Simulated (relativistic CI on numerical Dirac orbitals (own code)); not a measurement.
# Pd XLIII: sensitivity of the levels to the model

Base calculation: Dirac-Coulomb-Breit CI, separate exchange-only KLI orbitals for each configuration, a model potential for QED, unscaled Slater integrals.

CI space (outside the closed core 1s2): 2s2, 2s.2p, 2p2, 2p.3s, 2p.3p, 2s.3s, 2s.3p, 2s.3d, 2s.4s, 2s.4p, 2s.4d, 2s.4f, 2s.5s, 3s2, 2s.5p, 2s.5d, 2s.5f, 2s.5g, 3s.3p, 3p2. Levels of other configurations are missing.

The lowest level and the first level of each name with at least 55 % of one term (blank where a level has no safe partner in the second run):

```tsv
Level	Base (eV)	Shift (eV)
2s2 1S_0	0.00	0.00
2s.2p 3P°_0	84.45	-3.68
2s.2p 3P°_1	102.29	-2.64
2p2 3P_0	244.52	-7.31
2s.2p 3P°_2	266.32	+0.87
2s.2p 1P°_1	322.26	+0.22
2p2 3P_1	403.28	-3.71
2p2 1D_2	417.00	-1.78
2p2 3P_2	593.37	+0.92
2p2 1S_0	635.92	-1.50
2s.3s 3S_1	3811.48	+2.96
2s.3s 1S_0	3828.87	+2.64
2s.3p 3P°_0	3853.15	+1.52
2s.3p 3P°_1	3853.96	+2.03
2s.3p 3P°_2	3906.48	+2.92
2p.3s 3P°_0	3919.29	-0.69
2s.3d 3D_1	3923.77	+2.97
2s.3d 3D_2	3929.60	+3.87
2s.3d 3D_3	3942.27	+4.00
2p.3p 3D_1	3948.33	-0.86
2s.3d 1D_2	3954.23	+3.51
2p.3p 3P_0	3972.14	-1.86
```

At this charge energies of transitions that change n are usually good to better than 1 %, and those within a shell (Δn = 0) to a few per cent.

**Question.** One thing was changed in a second run, which moved the levels as shown. Which?
A. Breit term removed
B. P86 correlation estimate
C. configuration mixing switched off
D. QED terms removed

**Answer.** A. Breit term removed. The Breit term mainly narrows fine-structure intervals, so removing it widens them.

LS names give the leading component of a level, which can be under half, so a name can repeat, a term be missing and a line seem to break the LS rules.
